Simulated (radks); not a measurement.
Values are calculated unless marked as measured or tabulated.
Problem. Dipole-allowed excitations along the series with 30 electrons in [Ar] 3d10 4s2. Code: a radial shooting solver on a logarithmic mesh with Libxc functionals. Model: scalar-relativistic Kohn-Sham, LB94 model potential, spin-unpolarised, spherical densities, finite nucleus; Fermi nuclear charge, rms radius of each element as measured or else 0.836 A^(1/3) + 0.57 fm. Time-dependent linear response with the Hartree and adiabatic LDA kernel, continuum included through the Sternheimer equations, no spin-orbit coupling, so fine structure and intercombination lines are absent. Lines are the poles of the dipole polarisability below minus the highest occupied eigenvalue, found on a grid refined at the orbital gaps; the lowest seven at most are given, and weak or close lines can be missed. The first line takes the name of the lowest orbital gap if no other gap lies below it; otherwise a line is named after a gap within 0.6 % of it, if that gap stands alone.

| species | -e(HOMO) (eV) | lowest orbital gap (eV) | first line (eV) | f | static alpha (bohr^3) |
|---|---|---|---|---|---|
| Sb21+ | 668.70 | 4s-4p 55.147 | 64.550 (4s-4p) | 1.21 | 0.2353 |
| Te22+ | 720.80 | 4s-4p 58.242 | 67.996 (4s-4p) | 1.20 | 0.2103 |
| I23+ | 774.81 | 4s-4p 61.451 | 71.557 (4s-4p) | 1.19 | 0.1885 |
| Cs25+ | 888.62 | 4s-4p 68.233 | 79.051 (4s-4p) | 1.18 | 0.1527 |

Estimate the first line of Xe24+, its oscillator strength and the static polarisability.

Solution. 75.241 eV (4s-4p), f = 1.19, alpha = 0.1695 bohr^3.
